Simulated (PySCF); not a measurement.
## Calculated data, AlBGeH3O, GeH3NOSi, AlClGeHN, CH5BClGe and others

Calculation on a computer-drawn molecule: optimised geometry and harmonic frequencies of an isolated molecule of the commonest isotopes, restricted reference for singlets and unrestricted otherwise, frozen core in MP2; on germanium a core potential holds 10 electrons, which the energies leave out, and 3d is frozen in MP2 and coupled-cluster steps. Program: PySCF 2.14.0.

Common to all runs: basis cc-pV(D+d)Z; basis and core potential on germanium cc-pVDZ-PP ECP10MDF.

(1) AlBGeH3O

Start structure:
```xyz
7
AlBGeH3O
O     -2.8348    -1.5949     0.8426
B     -2.2771    -1.0548    -0.0447
Ge    -1.1129    -0.1287    -1.4511
Al     1.1642    -0.0485    -0.3176
H     -0.9044    -0.9562    -2.7045
H     -1.4893     1.3204    -1.6914
H      2.5582     0.0060     0.3661
```

It was run with charge 1, multiplicity 1 and method MP2.

The calculation gives: rotational constants 4.844, 2.08, 1.484 GHz; total energy -636.7682 hartree; convergence status largest gradient component 3.305e-05 hartree/bohr.

Drawn bonds:
```tsv
atom	other atom	order
1	2	2
2	3	1
3	4	1
3	5	1
3	6	1
4	7	1
```

Optimised structure:
```xyz
7
AlBGeH3O
O     -2.8444    -1.6069     0.8659
B     -2.2517    -1.0506    -0.0403
Ge    -1.1150    -0.1278    -1.4552
Al     1.1504    -0.0451    -0.3327
H     -0.8933    -0.9557    -2.7157
H     -1.4818     1.3319    -1.6965
H      2.5397    -0.0025     0.3739
```

Modes:
```tsv
frequency (cm⁻¹)	reduced mass (dalton)
66.53	8.8
243.1	2.68
292.8	11.26
311.1	3.657
324.7	1.13
396	1.471
441.4	14.88
451.2	1.334
650	1.133
651.9	1.064
861.1	1.024
1929	12.38
2063	1.046
2232	1.015
2247	1.026
```

(2) GeH3NOSi

Start structure:
```xyz
7
GeH3NOSi
N      0.0892    -1.6740    -1.4109
Ge     1.5034    -1.5249    -0.3215
O      1.8790    -2.7285     0.7069
Si     2.8348     0.5125    -0.6042
H     -0.5417    -2.4489    -1.3215
H     -0.2726    -0.9356    -1.9811
H      2.0282     1.2023     0.4734
```

Settings of this run: charge 0, multiplicity 1 and method MP2.

Results for GeH3NOSi: rotational constants 6.248, 2.68, 1.912 GHz; total energy -713.8296 hartree; convergence status largest gradient component 1.558e-05 hartree/bohr.

Drawn bonds:
```tsv
atom	other atom	order
1	2	1
2	3	2
2	4	1
1	5	1
1	6	1
4	7	1
```

Optimised structure:
```xyz
7
GeH3NOSi
N      0.1522    -1.7193    -1.5599
Ge     1.4973    -1.5161    -0.3200
O      1.8723    -2.7404     0.7572
Si     2.8753     0.4950    -0.5909
H     -0.5250    -2.4491    -1.3261
H     -0.3416    -0.8705    -1.8408
H      1.9899     1.2033     0.4216
```

Modes:
```tsv
frequency (cm⁻¹)	reduced mass (dalton)
60.92	2.839
107.6	1.625
154.8	4.114
216.4	4.913
286.4	1.131
325.3	12.34
457	1.352
637.7	1.11
689.3	3.773
826.1	1.174
952.8	17.99
1548	1.107
2116	1.042
3537	1.049
3658	1.095
```

(3) AlClGeHN

Start structure:
```xyz
5
AlClGeHN
N     -0.0359    -1.2335     2.2128
Al    -0.1318    -1.9879     0.7449
Ge    -0.5315    -3.1420    -1.5829
Cl     1.3013    -4.2805    -1.7475
H      0.6723    -1.1564     2.9425
```

Settings of this run: charge 0, multiplicity 1 and method HF.

The calculation gives: rotational constants 4.889, 1.326, 1.043 GHz; total energy -1049.8220 hartree; convergence status largest gradient component 8.422e-06 hartree/bohr.

Drawn bonds:
```tsv
atom	other atom	order
1	2	2
2	3	1
3	4	1
1	5	1
```

Optimised structure:
```xyz
5
AlClGeHN
N      0.2121    -1.3767     2.1526
Al    -0.0168    -2.0782     0.7325
Ge    -0.6111    -3.1083    -1.5988
Cl     1.2727    -4.2616    -1.7522
H      0.4175    -0.9755     3.0356
```

Modes:
```tsv
frequency (cm⁻¹)	reduced mass (dalton)
70.15	10.06
106.4	9.354
163	18.39
263.8	21.27
390.4	40.05
509	1.131
539.6	1.139
1220	9.288
3987	1.086
```

(4) AlBGeH3O

Start structure:
```xyz
7
AlBGeH3O
O      0.3158    -1.6947     1.0069
B      0.4951    -1.1423    -0.0161
Ge     0.8440    -0.0685    -1.7463
Al     1.6791     2.4373    -1.8657
H      0.5309    -0.9894    -2.9232
H      0.4481     3.3825    -1.8846
H      3.2308     2.4541    -1.8991
```

It was run with charge 1, multiplicity 1 and method MP2.

Results for AlBGeH3O: rotational constants 8.343, 1.497, 1.297 GHz; total energy -636.7446 hartree; convergence status largest gradient component 3.293e-05 hartree/bohr.

Drawn bonds:
```tsv
atom	other atom	order
1	2	2
2	3	1
3	4	1
3	5	1
4	6	1
4	7	1
```

Optimised structure:
```xyz
7
AlBGeH3O
O      0.3112    -1.7085     1.0262
B      0.4987    -1.1308    -0.0298
Ge     0.8483    -0.0562    -1.7412
Al     1.6773     2.4313    -1.8683
H      0.5337    -0.9804    -2.9286
H      0.4420     3.3770    -1.8858
H      3.2326     2.4466    -1.9005
```

Modes:
```tsv
frequency (cm⁻¹)	reduced mass (dalton)
63.58	11.01
97.06	1.079
231.7	3.083
248.1	13.27
284.9	4.648
285.1	1.305
434.9	15.84
479.8	1.227
557	1.146
670.8	1.079
738.4	1.096
1907	12.4
2047	1.015
2099	1.072
2197	1.021
```

(5) CH5BClGe

Start structure:
```xyz
9
CH5BClGe
C      0.7329     0.0704    -0.6547
Ge     0.0598    -1.5700    -0.1601
B     -1.8998    -1.6836    -0.2612
Cl    -2.8804    -2.6235    -1.2385
H      1.8103     0.2775    -0.5116
H      0.4712     0.4579    -1.6928
H      0.2597     0.9438    -0.0480
H      0.5851    -1.7969     1.2346
H      0.8709    -2.5952    -0.8905
```

Here we set charge 0, multiplicity 2 and method HF.

Drawn bonds:
```tsv
atom	other atom	order
1	2	1
2	3	1
3	4	1
1	5	1
1	6	1
1	7	1
2	8	1
2	9	1
```

(6) ClGeH3NSi

Start structure:
```xyz
7
ClGeH3NSi
N     -0.8497    -1.6668     2.5157
Si    -0.7593    -1.1144     0.9853
Cl    -2.1800    -0.9110    -0.4723
Ge     1.1972    -0.1474     0.0949
H     -1.7404    -2.1416     2.8477
H      2.3797    -0.9314     0.9026
H      1.4088    -0.9084    -1.2149
```

Here we set charge 0, multiplicity 2 and method HF.

Drawn bonds:
```tsv
atom	other atom	order
1	2	2
2	3	1
2	4	1
1	5	1
4	6	1
4	7	1
```

## Withheld values
1. What spin squared does the calculation give for CH5BClGe (entry 5)?
2. Give the missing total energy for CH5BClGe (entry 5).
3. Give the missing total energy for ClGeH3NSi (entry 6).
4. Give the missing rotational constants for ClGeH3NSi (entry 6).
5. Give the table of modes values for ClGeH3NSi (entry 6).

Answers
1. 0.7572
2. -818.3216 hartree
3. -1098.0137 hartree
4. 4.273, 1.404, 1.06 GHz
5. 
Modes:
```tsv
frequency (cm⁻¹)	reduced mass (dalton)
111.4	10.1
149.7	1.063
188	8.78
209.2	5.206
354.3	6.259
506.1	1.261
515.3	1.651
554.3	1.584
653.7	2.034
660.3	1.138
905.7	1.036
1073	4.757
2238	1.017
2255	1.024
3837	1.08
```

Further results for CH5BClGe (entry 5):

- rotational constants: 12.68, 1.302, 1.222 GHz
- convergence status largest gradient component: 1.308e-05 hartree/bohr

Optimised structure:
```xyz
9
CH5BClGe
C      0.8077     0.2486    -0.6373
Ge     0.1061    -1.5340    -0.2098
B     -1.9667    -1.6021    -0.4556
Cl    -2.9506    -2.9500    -0.9581
H      1.8828     0.2838    -0.4530
H      0.6268     0.4884    -1.6867
H      0.3199     1.0033    -0.0182
H      0.3790    -1.8593     1.2680
H      0.8046    -2.5983    -1.0721
```

Modes:
```tsv
frequency (cm⁻¹)	reduced mass (dalton)
25.79	5.294
124.5	2.796
152.1	1.279
207.9	6.582
408.3	1.342
503.4	3.369
615.5	4.099
636.4	1.097
734.8	1.13
907.8	1.243
932.3	1.234
948.4	1.216
964.8	3.573
1378	1.219
1560	1.053
1561	1.052
2186	1.023
2197	1.016
3183	1.033
3274	1.104
3278	1.104
```

Further results for ClGeH3NSi (entry 6):

- spin squared: 0.8242
- convergence status largest gradient component: 1.822e-05 hartree/bohr

Optimised structure:
```xyz
7
ClGeH3NSi
N     -0.9305    -1.6489     2.4682
Si    -0.7728    -1.2213     0.9653
Cl    -2.2718    -1.0530    -0.4428
Ge     1.2825    -0.4170     0.1636
H     -1.7660    -1.9650     2.9252
H      2.4759    -0.9760     0.9296
H      1.4389    -0.5398    -1.3502
```
